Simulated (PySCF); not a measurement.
Zn: interval between two levels

Zn [Ar] 3d10 4s2 → Zn [Ar] 3d10 4s1 4p1 [3P2, M_J = 2], as a difference of total energies. Calculation: PySCF 2.14, in x2c-SVPall-2c with one added diffuse shell each of s, d type (6s5p4d1f, 48 functions); the two-component X2C-1e Hamiltonian. Correlated levels: [Ne] frozen; the 6 highest virtual spinors dropped. "Screened" scales the spin-orbit matrix elements by Boettger's factors to mimic the two-electron term; Breit and QED terms are absent.

```
                    method  interval between two levels (cm⁻¹)
           GHF (spin-free)                               34171
          GMP2 (spin-free)                               39508
 GHF (screened spin-orbit)                               34538
GMP2 (screened spin-orbit)                               39884
```

Errors of the correlated levels include the incompleteness of this basis and the frozen core.

The labels give the starting determinants; with spin-orbit coupling the two ends relaxed to ⟨J²⟩ = 0.00, ⟨L²⟩ = 0.00, ⟨S²⟩ = 0.00 and ⟨J²⟩ = 6.01, ⟨L²⟩ = 2.01, ⟨S²⟩ = 2.01.

Problem. Which method comes closest to the reference value, and which is furthest?

Solution. The reference is 32890 cm⁻¹ (measured; NIST Handbook of Basic Atomic Spectroscopic Data (Sansonetti and Martin, J. Phys. Chem. Ref. Data 34, 1559 (2005))). Closest: GHF (spin-free) (error 1280.2 cm⁻¹); furthest: GMP2 (screened spin-orbit) (error 6993.4 cm⁻¹).
